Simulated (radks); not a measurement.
Results of a calculation; reference values are marked as such.
Valence configurations of Cl II (all share [Ne]). Code: a radial shooting solver on a logarithmic mesh with Libxc functionals. Model: scalar-relativistic Kohn-Sham, r2SCAN, spin-unpolarised, spherical densities, finite nucleus; meta-GGA in the generalised Kohn-Sham scheme; Fermi nuclear charge, rms radius 3.3654 fm. Energies are relative to 3s2 3p4; eigenvalues in eV.

[
 {"valence": "3s2 3p4", "E (eV)": "0.000", "e(3p)": "-19.719", "e(3s)": "-33.010"},
 {"valence": "3s1.5 3p4.5", "E (eV)": "6.653", "e(3p)": "-20.019", "e(3s)": "-33.341"},
 {"valence": "3s1 3p5", "E (eV)": "13.320", "e(3p)": "-20.311", "e(3s)": "-33.659"},
 {"valence": "3p6", "E (eV)": "26.688", "e(3p)": "-20.870", "e(3s)": "-"}
]

NIST lists [Ne] 3s2 3p4 as the ground configuration; this level of theory agrees among the configurations tried. The energies are those of spherical spin-averaged densities, not of single terms.
